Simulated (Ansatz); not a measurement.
A short molecular-dynamics run on `ClC(Cl)[CH2][GaH2]`.

```yaml
crystal:
  periodic: [false, false, false]
  atoms:
    - {symbol: Cl, position_ang: [-1.406337, -0.970824, 1.685408]}
    - {symbol: C, position_ang: [-0.040936, -1.081311, 0.569224]}
    - {symbol: Cl, position_ang: [1.430330, -0.331218, 1.345445]}
    - {symbol: C, position_ang: [-0.286969, -0.350324, -0.718755]}
    - {symbol: Ga, position_ang: [0.229228, 1.553706, -0.340039]}
    - {symbol: H, position_ang: [0.207075, -2.137132, 0.487302]}
    - {symbol: H, position_ang: [0.390554, -0.746545, -1.479658]}
    - {symbol: H, position_ang: [-1.313960, -0.507805, -1.050519]}
    - {symbol: H, position_ang: [-0.596632, 2.390687, 0.693798]}
    - {symbol: H, position_ang: [1.387647, 2.180758, -1.192216]}
basis:
  gaussian: {orbitals: def2-SVP}
hamiltonian: {xc: {name: r2SCAN}}
md: {timestep: 0.5 fs, n_steps: 50, ensemble: nvt_langevin, temperature: 1000, initial_velocities: maxwell_boltzmann, friction: 0.01, seed: 702}
```

```sh
$ ansatz run in.yaml --threads 4 --pin off --events-out ev --progress --plain --max-ram 10444MiB
```

```csv
step,time (fs),potential energy (eV),kinetic (eV),T (K),conserved (eV)
0,0.0,-79559.2391,1.1633,900,–
1,0.5,-79559.2332,1.2251,948,–
2,1.0,-79559.2091,1.3322,1031,–
3,1.5,-79559.1670,1.3088,1013,–
4,2.0,-79559.1098,1.2631,977,–
5,2.5,-79559.0423,1.1886,920,–
6,3.0,-79558.9699,1.0973,849,–
7,3.5,-79558.8963,1.0253,793,–
8,4.0,-79558.8268,0.9240,715,–
9,4.5,-79558.7656,0.9203,712,–
10,5.0,-79558.7132,0.8719,675,–
11,5.5,-79558.6724,0.8939,692,–
12,6.0,-79558.6465,0.8469,655,–
13,6.5,-79558.6377,0.8856,685,–
14,7.0,-79558.6398,0.9149,708,–
15,7.5,-79558.6412,0.9235,714,–
16,8.0,-79558.6383,0.9836,761,–
17,8.5,-79558.6316,0.9611,744,–
18,9.0,-79558.6322,0.9894,765,–
19,9.5,-79558.6478,0.9996,773,–
20,10.0,-79558.6746,1.0614,821,–
21,10.5,-79558.7032,1.1093,858,–
22,11.0,-79558.7223,1.1054,855,–
23,11.5,-79558.7235,1.1117,860,–
24,12.0,-79558.6919,1.1605,898,–
25,12.5,-79558.6237,1.0579,818,–
26,13.0,-79558.5329,0.8758,678,–
27,13.5,-79558.4401,0.7629,590,–
28,14.0,-79558.3667,0.6480,501,–
29,14.5,-79558.3286,0.6495,502,–
30,15.0,-79558.3281,0.6365,492,–
31,15.5,-79558.3619,0.7004,542,–
32,16.0,-79558.4169,0.7607,589,–
33,16.5,-79558.4770,0.8264,639,–
34,17.0,-79558.5283,0.8519,659,–
35,17.5,-79558.5629,0.8955,693,–
36,18.0,-79558.5722,0.8494,657,–
37,18.5,-79558.5560,0.8179,633,–
38,19.0,-79558.5163,0.8000,619,–
39,19.5,-79558.4671,0.7985,618,–
40,20.0,-79558.4280,0.7660,593,–
41,20.5,-79558.4073,0.7196,557,–
42,21.0,-79558.4056,0.7687,595,–
43,21.5,-79558.4179,0.8147,630,–
44,22.0,-79558.4333,0.8266,639,–
45,22.5,-79558.4463,0.8888,688,–
46,23.0,-79558.4556,0.9903,766,–
47,23.5,-79558.4603,0.9592,742,–
48,24.0,-79558.4608,0.9263,717,–
49,24.5,-79558.4605,0.8889,688,–
50,25.0,-79558.4640,0.8794,680,–
```

Velocities are drawn at the set temperature; a run this short doesn't reach equilibrium.

Frames (Å, forces in eV/Å):

```xyz
10
time=0.0 fs
Cl   -1.406   -0.971    1.685   -0.364    0.009    0.255
C    -0.041   -1.081    0.569   -0.188    0.106   -0.262
Cl    1.430   -0.331    1.345    0.504    0.197    0.220
C    -0.287   -0.350   -0.719    0.071    0.252    0.144
Ga    0.229    1.554   -0.340    0.016    0.070    0.054
H     0.207   -2.137    0.487    0.098   -0.388   -0.025
H     0.391   -0.747   -1.480    0.207   -0.118   -0.237
H    -1.314   -0.508   -1.051   -0.321   -0.068   -0.118
H    -0.597    2.391    0.694    0.027   -0.031   -0.054
H     1.388    2.181   -1.192   -0.049   -0.030    0.022
10
time=1.5 fs
Cl   -1.394   -0.975    1.678   -0.488   -0.135    0.310
C    -0.049   -1.086    0.551   -0.105    0.416    0.066
Cl    1.424   -0.331    1.353    0.511    0.108    0.124
C    -0.281   -0.330   -0.717   -0.806   -0.494   -0.602
Ga    0.227    1.553   -0.337   -0.373    0.576    0.618
H     0.221   -2.129    0.426    0.040   -0.532    0.109
H     0.391   -0.813   -1.451   -0.040    0.389   -0.197
H    -1.339   -0.483   -1.072    0.725    0.059    0.247
H    -0.559    2.439    0.772    0.325   -0.496   -0.544
H     1.300    2.200   -1.246    0.212    0.109   -0.131
10
time=3.0 fs
Cl   -1.382   -0.979    1.671   -0.695   -0.220    0.408
C    -0.059   -1.090    0.535    0.143    0.299    0.225
Cl    1.416   -0.331    1.359    0.545    0.014    0.047
C    -0.273   -0.309   -0.717   -1.336   -1.349   -1.273
Ga    0.225    1.551   -0.336   -0.575    1.061    1.137
H     0.225   -2.133    0.377   -0.071   -0.264    0.235
H     0.391   -0.865   -1.437   -0.345    0.953   -0.025
H    -1.359   -0.452   -1.090    1.432    0.120    0.497
H    -0.508    2.483    0.854    0.487   -0.863   -0.955
H     1.207    2.222   -1.300    0.416    0.249   -0.296
10
time=4.5 fs
Cl   -1.371   -0.984    1.665   -0.867   -0.278    0.466
C    -0.067   -1.090    0.519    0.435   -0.171    0.290
Cl    1.409   -0.332    1.362    0.591   -0.071   -0.020
C    -0.270   -0.288   -0.718   -1.177   -1.993   -1.574
Ga    0.222    1.551   -0.335   -0.515    1.573    1.426
H     0.226   -2.145    0.330   -0.239    0.298    0.414
H     0.391   -0.896   -1.430   -0.575    1.414    0.105
H    -1.354   -0.416   -1.097    1.358    0.063    0.470
H    -0.458    2.524    0.927    0.562   -1.127   -1.276
H     1.133    2.236   -1.357    0.428    0.292   -0.300
10
time=6.0 fs
Cl   -1.362   -0.988    1.659   -0.990   -0.317    0.468
C    -0.074   -1.088    0.502    0.587   -0.317    0.351
Cl    1.401   -0.334    1.364    0.635   -0.182   -0.083
C    -0.267   -0.270   -0.722   -0.614   -2.167   -1.348
Ga    0.218    1.553   -0.333   -0.237    2.043    1.437
H     0.212   -2.146    0.278   -0.249    0.489    0.582
H     0.380   -0.898   -1.429   -0.536    1.557    0.023
H    -1.324   -0.370   -1.088    0.569   -0.083    0.175
H    -0.394    2.553    0.979    0.523   -1.256   -1.441
H     1.070    2.253   -1.415    0.313    0.232   -0.164
10
time=7.5 fs
Cl   -1.354   -0.991    1.655   -1.135   -0.315    0.476
C    -0.078   -1.086    0.488    0.540   -0.023    0.366
Cl    1.393   -0.337    1.366    0.701   -0.314   -0.147
C    -0.266   -0.258   -0.730    0.361   -1.709   -0.366
Ga    0.212    1.556   -0.331    0.149    2.310    1.144
H     0.179   -2.138    0.240   -0.040    0.240    0.619
H     0.362   -0.866   -1.431   -0.177    1.207   -0.395
H    -1.286   -0.317   -1.067   -0.918   -0.280   -0.377
H    -0.314    2.552    0.997    0.378   -1.211   -1.390
H     1.013    2.272   -1.475    0.141    0.097    0.069
10
time=9.0 fs
Cl   -1.345   -0.992    1.650   -1.297   -0.272    0.479
C    -0.081   -1.083    0.473    0.453    0.515    0.450
Cl    1.384   -0.338    1.369    0.771   -0.442   -0.218
C    -0.263   -0.249   -0.740    1.172   -1.088    0.575
Ga    0.206    1.561   -0.328    0.514    2.334    0.638
H     0.137   -2.120    0.215    0.277   -0.364    0.516
H     0.340   -0.818   -1.453    0.274    0.705   -0.778
H    -1.256   -0.276   -1.053   -2.332   -0.350   -0.828
H    -0.223    2.529    0.989    0.167   -1.005   -1.130
H     0.954    2.288   -1.535    0.001   -0.032    0.295
10
time=10.5 fs
Cl   -1.339   -0.993    1.645   -1.492   -0.167    0.530
C    -0.086   -1.074    0.460    0.479    0.526    0.550
Cl    1.377   -0.338    1.372    0.832   -0.540   -0.271
C    -0.258   -0.242   -0.746    0.368   -0.572    0.425
Ga    0.200    1.568   -0.324    0.906    2.040   -0.277
H     0.095   -2.110    0.207    0.517   -0.656    0.392
H     0.326   -0.767   -1.492    0.492    0.388   -0.803
H    -1.261   -0.239   -1.069   -1.846   -0.336   -0.612
H    -0.125    2.480    0.952   -0.119   -0.505   -0.467
H     0.899    2.306   -1.592   -0.137   -0.179    0.533
10
time=12.0 fs
Cl   -1.334   -0.994    1.640   -1.706   -0.022    0.593
C    -0.094   -1.064    0.447    0.686   -0.305    0.494
Cl    1.369   -0.339    1.375    0.883   -0.609   -0.326
C    -0.251   -0.234   -0.753   -1.478   -0.268   -0.468
Ga    0.193    1.576   -0.319    1.250    1.329   -1.696
H     0.056   -2.123    0.208    0.605   -0.140    0.367
H     0.321   -0.715   -1.543    0.448    0.268   -0.489
H    -1.301   -0.214   -1.102   -0.027   -0.342    0.040
H    -0.039    2.415    0.900   -0.429    0.379    0.774
H     0.852    2.324   -1.636   -0.232   -0.291    0.712
10
time=13.5 fs
Cl   -1.329   -0.996    1.635   -1.879    0.083    0.625
C    -0.101   -1.057    0.433    0.874   -0.936    0.562
Cl    1.363   -0.341    1.378    0.935   -0.643   -0.379
C    -0.247   -0.225   -0.758   -2.748   -0.141   -1.586
Ga    0.187    1.585   -0.316    1.433    0.499   -3.248
H     0.034   -2.135    0.216    0.652    0.243    0.273
H     0.320   -0.663   -1.597    0.178    0.297    0.107
H    -1.352   -0.194   -1.134    1.467   -0.365    0.589
H     0.031    2.364    0.861   -0.609    1.333    2.185
H     0.807    2.335   -1.676   -0.301   -0.368    0.870
10
time=15.0 fs
Cl   -1.325   -0.999    1.631   -2.007    0.163    0.623
C    -0.106   -1.055    0.419    0.990   -1.109    0.752
Cl    1.357   -0.344    1.382    0.972   -0.667   -0.441
C    -0.249   -0.217   -0.762   -2.888   -0.011   -2.167
Ga    0.183    1.595   -0.312    1.306    0.292   -3.542
H     0.021   -2.138    0.234    0.722    0.276    0.078
H     0.321   -0.608   -1.642   -0.025    0.257    0.606
H    -1.367   -0.180   -1.149    1.767   -0.378    0.732
H     0.087    2.340    0.877   -0.548    1.508    2.486
H     0.760    2.337   -1.693   -0.288   -0.331    0.875
10
time=16.5 fs
Cl   -1.323   -1.004    1.625   -2.088    0.218    0.573
C    -0.107   -1.055    0.405    1.061   -0.741    1.059
Cl    1.352   -0.347    1.386    1.016   -0.676   -0.499
C    -0.252   -0.211   -0.769   -2.356    0.025   -2.136
Ga    0.178    1.604   -0.310    1.038    0.787   -2.258
H     0.019   -2.131    0.258    0.808   -0.131   -0.201
H     0.326   -0.550   -1.673   -0.112    0.140    0.874
H    -1.348   -0.184   -1.142    1.232   -0.322    0.517
H     0.138    2.342    0.948   -0.413    0.846    1.403
H     0.711    2.325   -1.684   -0.186   -0.146    0.668
10
time=18.0 fs
Cl   -1.322   -1.010    1.619   -2.120    0.220    0.477
C    -0.108   -1.056    0.391    1.192   -0.552    1.322
Cl    1.347   -0.351    1.390    1.052   -0.651   -0.554
C    -0.259   -0.206   -0.775   -0.896    0.120   -1.655
Ga    0.175    1.612   -0.308    0.783    1.263   -0.472
H     0.034   -2.127    0.274    0.787   -0.326   -0.376
H     0.342   -0.485   -1.689   -0.163   -0.029    1.000
H    -1.300   -0.189   -1.129   -0.261   -0.276   -0.027
H     0.180    2.367    1.042   -0.366    0.085    0.023
H     0.661    2.306   -1.659   -0.007    0.146    0.261
10
time=19.5 fs
Cl   -1.323   -1.016    1.613   -2.077    0.183    0.342
C    -0.105   -1.058    0.381    1.187   -0.112    1.472
Cl    1.342   -0.354    1.395    1.079   -0.585   -0.592
C    -0.267   -0.201   -0.783    0.988    0.188   -0.531
Ga    0.171    1.622   -0.306    0.532    1.336    1.001
H     0.064   -2.119    0.293    0.731   -0.630   -0.531
H     0.364   -0.426   -1.680   -0.101   -0.233    0.768
H    -1.258   -0.183   -1.119   -2.173   -0.276   -0.746
H     0.210    2.392    1.125   -0.375   -0.371   -0.880
H     0.610    2.293   -1.626    0.210    0.501   -0.304
10
time=21.0 fs
Cl   -1.327   -1.023    1.606   -1.972    0.117    0.212
C    -0.100   -1.060    0.375    1.103    0.086    1.456
Cl    1.340   -0.359    1.400    1.089   -0.497   -0.616
C    -0.275   -0.195   -0.790    1.231    0.227   -0.085
Ga    0.168    1.633   -0.303    0.260    1.162    1.910
H     0.104   -2.116    0.306    0.595   -0.636   -0.612
H     0.395   -0.370   -1.667   -0.192   -0.385    0.623
H    -1.264   -0.174   -1.129   -2.116   -0.313   -0.815
H     0.224    2.398    1.182   -0.366   -0.539   -1.301
H     0.548    2.299   -1.604    0.368    0.780   -0.773
10
time=22.5 fs
Cl   -1.332   -1.030    1.599   -1.811    0.023    0.077
C    -0.091   -1.063    0.372    1.085   -0.293    1.341
Cl    1.337   -0.365    1.403    1.117   -0.383   -0.613
C    -0.282   -0.189   -0.796   -0.356    0.206   -0.107
Ga    0.166    1.644   -0.299    0.007    1.008    2.331
H     0.154   -2.129    0.313    0.277   -0.042   -0.620
H     0.425   -0.321   -1.643   -0.250   -0.522    0.339
H    -1.319   -0.182   -1.148   -0.171   -0.330   -0.272
H     0.224    2.389    1.222   -0.325   -0.577   -1.508
H     0.484    2.315   -1.598    0.425    0.910   -0.967
10
time=24.0 fs
Cl   -1.340   -1.038    1.593   -1.567   -0.105   -0.094
C    -0.079   -1.068    0.371    1.095   -0.722    1.143
Cl    1.335   -0.373    1.407    1.133   -0.247   -0.596
C    -0.289   -0.179   -0.802   -1.333   -0.132   -0.077
Ga    0.164    1.654   -0.293   -0.175    1.037    2.055
H     0.215   -2.147    0.310   -0.171    0.697   -0.570
H     0.466   -0.284   -1.615   -0.491   -0.581    0.204
H    -1.376   -0.216   -1.166    1.396   -0.201    0.101
H     0.214    2.373    1.231   -0.259   -0.515   -1.465
H     0.425    2.350   -1.611    0.372    0.770   -0.701
10
time=25.0 fs
Cl   -1.345   -1.043    1.588   -1.409   -0.197   -0.175
C    -0.071   -1.072    0.374    1.079   -0.800    0.912
Cl    1.335   -0.379    1.409    1.128   -0.177   -0.578
C    -0.294   -0.173   -0.806   -1.472   -0.396    0.099
Ga    0.163    1.661   -0.289   -0.279    1.080    1.611
H     0.253   -2.156    0.300   -0.437    1.010   -0.490
H     0.492   -0.264   -1.594   -0.640   -0.613    0.119
H    -1.399   -0.244   -1.177    1.924   -0.073    0.202
H     0.210    2.355    1.226   -0.213   -0.420   -1.331
H     0.391    2.376   -1.629    0.320    0.585   -0.369
```

Run time 3.2 min (4 threads of an Arm Neoverse V1 on a shared host); peak host memory 0.22 GiB.
